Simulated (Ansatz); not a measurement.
`F[B](F)[SnH3]` + `N=C(O)CS` → `FB(F)S` + `N=C(O)[CH2][SnH3]`  (formal exchange of groups at a B–Sn bond)

Gas-phase electronic energies from Ansatz, PBE0-D4/def2-TZVP geometries. CCSD(T)/CBS adds triple-zeta CCSD(T) − MP2 to the extrapolated MP2 energy (def2 sets, frozen cores). This one scheme is used for every species. Functionals use def2-TZVPP. B3LYP here is the variant with VWN-RPA as its local correlation; programs differ in this. Elements past krypton have def2 core potentials. For Sn outer-core shells are correlated without core-valence functions, which leaves a few kJ/mol of doubt a bond. Each species was taken in one conformer, which may not be the lowest.

```
             level  ΔE (kJ/mol)  difference from CCSD(T)/CBS
            PBE-D4       -106.2                          6.5
         r2SCAN-D4       -116.4                         -3.7
           PBE0-D4       -109.2                          3.5
          B3LYP-D4       -110.8                          1.9
           ωB97X-V       -107.2                          5.5
           ωB97M-V       -108.8                          3.9
            B2PLYP       -112.2                          0.5
               PBE       -104.6                          8.1
            r2SCAN       -115.9                         -3.2
              PBE0       -107.7                          5.0
             B3LYP       -108.2                          4.5
     HF/def2-TZVPP       -114.2                         -1.5
    MP2/def2-TZVPP       -119.9                         -7.2
SCS-MP2/def2-TZVPP       -116.2                         -3.5
   CCSD/def2-TZVPP       -113.3                         -0.6
CCSD(T)/def2-TZVPP       -113.5                         -0.8
     HF/def2-QZVPP       -114.0                         -1.3
    MP2/def2-QZVPP       -119.4                         -6.7
SCS-MP2/def2-QZVPP       -115.8                         -3.1
      HF/CBS(def2)       -114.0                         -1.3
     MP2/CBS(def2)       -119.1                         -6.4
    CCSD/CBS(def2)       -112.5                          0.2
       CCSD(T)/CBS       -112.7                            0
```

Largest T1 diagnostic among the species: 0.014.

From PBE to PBE0 (25 % exact exchange), in def2-TZVPP and without D4, ΔE moves by −3.1 kJ/mol.
